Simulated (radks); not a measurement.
The nuclear charge of the caesium ion Cs+ is varied continuously with 54 electrons held in [Xe]. All-electron calculation, scalar-relativistic Kohn-Sham, r2SCAN, spin-polarised, spherical densities, finite nucleus; meta-GGA in the generalised Kohn-Sham scheme; Fermi nuclear charge, rms radius 4.8041 fm. Program: a radial shooting solver on a logarithmic mesh with Libxc functionals. By the Hellmann-Feynman theorem dE/dZ = E(electron-nucleus)/Z, the electronic potential at the nucleus (averaged over a nucleus of fixed radius). The scalar-relativistic energy here is not variational (the density holds large components alone), so the two differ by a part that grows with Z.

Z     E (hartree)  E(electron-nucleus)/Z (hartree)  HOMO  e(HOMO) (eV)  <r> HOMO (bohr)
54.6   -7650.6742                         -338.979    5p       -14.663            2.151
54.8   -7718.9198                         -340.703    5p       -16.844            2.107
55     -7787.5141                         -342.428    5p       -19.097            2.066
55.2   -7856.4571                         -344.153    5p       -21.420            2.028
55.4   -7925.7492                         -345.879    5p       -23.813            1.991
55.6   -7995.3905                         -347.607    5p       -26.272            1.957
55.8   -8065.3813                         -349.335    5p       -28.797            1.924
56     -8135.7219                         -351.065    5p       -31.386            1.892

The central difference of E at Z = 55 is -343.843 hartree, to compare with the third column; the second derivative is -8.72 hartree.
